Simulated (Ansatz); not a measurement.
`C[Se][InH2]` + ethane → `[CH3][InH2]` + dimethyl selenide  (formal exchange of groups at the In–Se bond)

Computed with Ansatz on PBE0-D4/def2-TZVP structures; ΔE is electronic, products minus reactants. CBS: MP2 limit from def2 TZ/QZ plus the TZ coupled-cluster correction, frozen cores. This one scheme is used for every species. DFT in def2-TZVPP. HSE06 is defined as in plane-wave codes. def2 core potentials past Kr. For In, Se outer-core shells are correlated without core-valence functions, which leaves a few kJ/mol of doubt a bond. Scalar relativity is left out up to krypton.

```tsv
level	ΔE (kJ/mol)
PBE	134.7
r2SCAN	138.4
HSE06	137.9
MP2/def2-QZVPP	132.9
```

Question: What does CCSD(T)/CBS give? (Estimate.)

Answer: Ansatz gave: +136.2 kJ/mol. The listed levels differ from it by -1.5, 2.2, 1.7, -3.3 kJ/mol.

Largest T1 diagnostic among the species: 0.013.

At CCSD(T), def2-SVP lies +16.5 kJ/mol from the extrapolated value and def2-TZVPP −6.8 kJ/mol. Leaving LDA and LC-ωPBE aside and taking each functional with its dispersion term where it has one, the values, not all of them listed here, spread over 12.0 kJ/mol, from revPBE-D4 to BHLYP-D4. LDA lies +4.0 kJ/mol from PBE without D4.
